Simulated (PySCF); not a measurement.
Job file and geometry (Å, from GFN2-xTB) of a spin–spin coupling run on C3H8AsB, B3LYP/pcJ-1 As:pcSseg-1 indirect spin-spin coupling, non-relativistic, gas phase (PySCF); density fitting, a coarse starting grid and PySCF grid level 2 are the driver's defaults:

```
$ OMP_NUM_THREADS=1 python probes_run.py task.json out

{"job": {"kind": "j", "xc": "B3LYP", "basis": "pcJ-1"}, "charge": 0, "multiplicity": 1}
C      1.559147    -0.451219     0.639799
C      0.660335     0.213581    -0.098708
B      0.743054     1.745571    -0.291868
As    -2.171715    -0.108989     0.328714
C     -0.501804    -0.527189    -0.686556
H      2.398364     0.048760     1.093568
H      1.483687    -1.514746     0.824031
H     -0.176815     2.317277    -0.742117
H      1.706616     2.329358     0.017771
H     -2.916039    -1.299262    -0.225045
H     -1.783035    -0.940687     1.520995
H     -0.336406    -1.608014    -0.680209
H     -0.669777    -0.203954    -1.718102
```

Q: Write the output of this run.

A: 
```
coarse grid: 47832 points
cycle   1  E = -2379.5843800281  dE = -5.990e-01  |g| = 7.925e-01  |ddm| = 2.966e+00
cycle   2  E = -2379.5627131693  dE =  2.167e-02  |g| = 6.987e-01  |ddm| = 7.919e-01
cycle   3  E = -2379.6246054268  dE = -6.189e-02  |g| = 1.935e-01  |ddm| = 6.616e-01
cycle   4  E = -2379.6331544399  dE = -8.549e-03  |g| = 6.984e-02  |ddm| = 2.188e-01
cycle   5  E = -2379.6341545956  dE = -1.000e-03  |g| = 2.059e-02  |ddm| = 6.201e-02
cycle   6  E = -2379.6342808675  dE = -1.263e-04  |g| = 3.571e-03  |ddm| = 2.167e-02
cycle   7  E = -2379.6342835976  dE = -2.730e-06  |g| = 1.034e-03  |ddm| = 4.037e-03
final grid: 100888 points
cycle   8  E = -2379.6342736985  dE =  3.990e-08  |g| = 1.294e-03  |ddm| = 3.040e-03
cycle   9  E = -2379.6342734803  dE =  2.182e-07  |g| = 1.694e-03  |ddm| = 2.879e-03
cycle  10  E = -2379.6342740677  dE = -5.874e-07  |g| = 7.167e-05  |ddm| = 1.463e-03
cycle  11  E = -2379.6342740693  dE = -1.638e-09  |g| = 3.146e-05  |ddm| = 1.448e-04
cycle  12  E = -2379.6342740695  dE = -1.651e-10  |g| = 3.022e-06  |ddm| = 2.179e-05
converged SCF energy = -2379.6342740695

Indirect spin-spin couplings (Hz)
  i      j    bonds     total        FC       PSO       DSO        SD
  0 C    1 C    1     65.233    75.004    -9.960     0.189         -
  0 C    2 B    2      6.310     4.696     0.653    -0.052     1.012
  0 C    4 C    2      1.652     1.932    -0.290     0.010         -
  0 C    5 H    1    167.002   166.539    -0.122     0.585         -
  0 C    6 H    1    159.305   158.790    -0.110     0.624         -
  0 C    7 H    3      7.067     6.998     0.429    -0.359         -
  0 C    8 H    3      4.433     4.369     0.088    -0.024         -
  0 C    9 H    4      0.634     0.846     0.156    -0.368         -
  0 C   11 H    3      7.859     8.178    -0.459     0.140         -
  0 C   12 H    3      8.756     8.794     0.340    -0.379         -
  1 C    2 B    1     62.268    63.973    -2.127     0.244     0.178
  1 C    4 C    1     36.843    38.170    -1.624     0.296         -
  1 C    5 H    2      2.840     4.670    -1.432    -0.398         -
  1 C    6 H    2     -2.763    -0.937    -1.437    -0.389         -
  1 C    7 H    2      3.187     3.530    -0.384     0.041         -
  1 C    8 H    2      5.155     5.590    -0.399    -0.036         -
  1 C    9 H    3      7.984     8.378     0.180    -0.575         -
  1 C   10 H    3      1.179     1.090    -0.019     0.108         -
  1 C   11 H    2     -3.809    -3.580    -0.242     0.013         -
  1 C   12 H    2     -5.269    -5.237    -0.112     0.080         -
  2 B    4 C    2      5.151     5.073     0.070     0.030    -0.022
  2 B    5 H    3      6.076     6.016     0.062    -0.006     0.004
  2 B    6 H    3      9.310     9.313     0.657    -0.605    -0.055
  2 B    7 H    1    129.585   130.262    -1.800     0.560     0.563
  2 B    8 H    1    132.536   133.334    -1.831     0.484     0.548
  2 B    9 H    2      0.019     0.491     0.257    -0.718    -0.010
  2 B   10 H    2     -0.161     0.004     0.139    -0.294    -0.009
  2 B   11 H    3      7.088     7.023     0.566    -0.503     0.002
  2 B   12 H    3      2.670     2.720    -0.162     0.138    -0.026
  4 C    5 H    3     14.035    14.020     0.404    -0.389         -
  4 C    6 H    3      9.573     9.585    -0.193     0.181         -
  4 C    7 H    3      4.494     4.320    -0.026     0.200         -
  4 C    8 H    3      6.828     6.759     0.301    -0.231         -
  4 C    9 H    2     -0.939    -0.940     0.058    -0.057         -
  4 C   10 H    2     -1.611    -1.647     0.107    -0.071         -
  4 C   11 H    1    143.548   141.536     0.808     1.205         -
  4 C   12 H    1    143.456   141.320     0.938     1.198         -
  5 H    6 H    2      2.741     2.443     3.635    -3.336         -
  5 H    7 H    4      1.029     1.019     1.157    -1.147         -
  5 H    8 H    4      0.309     0.220    -0.916     1.005         -
  5 H    9 H    5     -1.129    -0.474     0.956    -1.611         -
  5 H   10 H    5      0.496     0.189     0.505    -0.198         -
  5 H   12 H    4     -1.177    -1.208     1.652    -1.621         -
  6 H    7 H    4      3.245     3.302     1.457    -1.515         -
  6 H    8 H    4      0.563     0.566     1.467    -1.470         -
  6 H    9 H    5     -1.109    -0.729     0.248    -0.629         -
  6 H   10 H    5      0.872     0.120    -0.624     1.376         -
  6 H   12 H    4     -2.101    -2.191     1.313    -1.223         -
  7 H    8 H    2      4.552     4.578     1.891    -1.916         -
  7 H    9 H    3     -0.787     0.715     0.640    -2.142         -
  7 H   10 H    3     -0.832     0.226     0.572    -1.629         -
  7 H   11 H    4      0.564     0.533     1.444    -1.413         -
  7 H   12 H    4      0.584     0.173    -0.769     1.180         -
  8 H    9 H    3     -0.883     0.000     0.885    -1.769         -
  8 H   10 H    3     -0.051     0.154     0.592    -0.798         -
  8 H   11 H    4      2.653     2.627     1.367    -1.341         -
  8 H   12 H    4      0.441     0.357     0.899    -0.814         -
  9 H   10 H    2    -13.819   -13.612     0.340    -0.546         -
  9 H   11 H    3      5.421     4.707    -0.568     1.282         -
  9 H   12 H    3      0.645     0.661     0.215    -0.232         -
 10 H   11 H    3      5.991     5.464    -0.395     0.922         -
 10 H   12 H    3     11.598    13.262     1.733    -3.397         -
 11 H   12 H    2    -10.219   -11.289     2.491    -1.421         -
```

Size and cost of the density-fitted run: 229 basis functions, 44 s wall time on 1 thread of an Arm Neoverse V2, shared host; peak memory 0.94 GiB.
